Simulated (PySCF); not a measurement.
AlF2Cl, SMILES [F][Al]([F])[Cl].

The structure is a stationary point at PBE0-D3(BJ)/def2-SVP.

The numbers are results of CAM-B3LYP/def2-TZVPD (PySCF), not measurements.

Symmetry labels are those of the subgroup C2v that the program uses (full group C2v).

### Question
List the valence orbital energies around the gap with their symmetry. (The exact figures need the calculation; the answer reports its results.)

### Answer

```csv
orbital,symmetry,energy (eV)
HOMO−7,B2,-14.81
HOMO−6,A1,-14.31
HOMO−5,B1,-14.17
HOMO−4,A2,-13.77
HOMO−3,B2,-13.59
HOMO−2,A1,-13.00
HOMO−1,B1,-11.61
HOMO,B2,-11.43
LUMO,A1,-0.93
LUMO+1,B1,0.25
LUMO+2,A1,1.17
LUMO+3,B2,1.46
```
